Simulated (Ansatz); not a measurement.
Mulliken charges of ClFH4OSSi2, SMILES `O[SiH](F)S[SiH2]Cl` from B3LYP/def2-TZVPP in Ansatz (PBE0-D4/def2-TZVP geometry).

```json
{"atom": "O1", "x (Å)": "0.947", "y (Å)": "-2.564", "z (Å)": "0.502", "charge (e)": "-0.371"}
{"atom": "Si2", "x (Å)": "0.736", "y (Å)": "-0.958", "z (Å)": "0.593", "charge (e)": "0.727"}
{"atom": "F3", "x (Å)": "1.697", "y (Å)": "-0.184", "z (Å)": "-0.415", "charge (e)": "-0.303"}
{"atom": "S4", "x (Å)": "-1.274", "y (Å)": "-0.500", "z (Å)": "0.057", "charge (e)": "-0.328"}
{"atom": "Si5", "x (Å)": "-1.039", "y (Å)": "1.510", "z (Å)": "-0.604", "charge (e)": "0.462"}
{"atom": "Cl6", "x (Å)": "-0.199", "y (Å)": "2.689", "z (Å)": "0.850", "charge (e)": "-0.233"}
{"atom": "H7", "x (Å)": "0.625", "y (Å)": "-3.034", "z (Å)": "-0.269", "charge (e)": "0.193"}
{"atom": "H8", "x (Å)": "1.091", "y (Å)": "-0.553", "z (Å)": "1.959", "charge (e)": "-0.066"}
{"atom": "H9", "x (Å)": "-0.176", "y (Å)": "1.599", "z (Å)": "-1.798", "charge (e)": "-0.037"}
{"atom": "H10", "x (Å)": "-2.408", "y (Å)": "1.995", "z (Å)": "-0.875", "charge (e)": "-0.045"}
```

By hand: the dipole of these point charges (1 e Å = 4.8032 D).

Σ q r = (-0.183, -0.152, -0.200) e Å, of length 0.311 e Å = 1.49 D.

How does the dipole of the full density compare? (Estimate.)

The calculation gave: (-0.183, -0.204, -0.250) e Å, 1.78 D; the point charges give 0.84 times that, at 7° from its direction.

Point charges leave out the atoms' own dipoles, such as those of lone pairs, and Mulliken's split depends on the basis, so the two needn't agree.

B3LYP here is the variant with VWN-RPA as its local correlation; programs differ in this.
